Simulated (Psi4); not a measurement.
CH3AlF, doublet, geometry from GFN2-xTB (such geometries of metal compounds can be far from the true shape) (the spin is typed, not shown lowest).

Here is a job for Psi4.
```
memory 2 GB

molecule {
0 2
Al    0.44002451   -0.09977454    0.26333881
C    -0.05333652    1.40742987   -0.99749356
H    -0.86612180    2.02472343   -0.60563875
H    -0.37041732    1.04109293   -1.97751446
H     0.81040018    2.05814325   -1.15112478
F    -0.55268450   -1.36349663    0.69953719
}

set {
  basis 3-21g
  reference uhf
  cc_type df
  mp2_type df
  scf_type df
}

energy('ccsd')
print_variables()
```

**Question.** What does this run give for the MP2 correlation energy, coupled-cluster correlation energy (without the perturbative part), nuclear repulsion energy, number of basis functions, total energy, SCF-reference <S^2>?

**Answer.** 
The MP2 correlation energy is -0.2434 Eh, the coupled-cluster correlation energy (without the perturbative part) is -0.2611 Eh and the nuclear repulsion energy comes out as 87.4953 Eh. The number of basis functions is 37 and the total energy is -379.2034 Eh. The SCF-reference <S^2> is 0.757.

These values belong to the state on which the SCF converged, which isn't shown to be the lowest.
